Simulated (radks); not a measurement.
Values are calculated unless marked as measured or tabulated.
As3-, configuration [Kr].

Code: a radial shooting solver on a logarithmic mesh with Libxc functionals. Model: scalar-relativistic Kohn-Sham, LB94 model potential, spin-unpolarised, spherical densities, finite nucleus; Fermi nuclear charge, rms radius 4.0968 fm; Watson sphere of charge +3 and radius 4.03 bohr.

Energy parts (hartree; the electron-nucleus part includes the sphere):
kinetic: 2315.90436
electron-nucleus: -5522.72926
Hartree: 1004.64165
(The LB94 potential has no energy functional, so no total or exchange-correlation energy is given.)

Orbitals (lengths in bohr, moments of r in powers of bohr; <r^-3> diverges for s and p1/2):
orbital  occ.  eigenvalue (hartree)  <r^-3>      <r>     <r^2>   <1/r>
1s          2             -433.8521       -  0.04540  0.002773   33.51
2s          2             -55.41212       -   0.2021   0.04815   7.377
2p          6             -48.71858    1121   0.1765   0.03811   7.249
3s          2              -7.12924       -   0.6003    0.4151   2.370
3p          6              -5.06233   153.3   0.6184    0.4491   2.226
3d         10              -1.65492   17.37   0.6716    0.5677   1.923
4s          2              -0.57744       -    2.001     4.721  0.6750
4p          6              -0.26751   6.043    3.091     11.57  0.4357

The highest occupied level is 4p at -7.279 eV. Summed over all electrons, <r^2> = 88.37 bohr^2, which gives a Langevin (diamagnetic) susceptibility term of -70 x 10^-6 cm^3/mol. The electron density at the nucleus is 3.599e+04 e/bohr^3 (large components only).
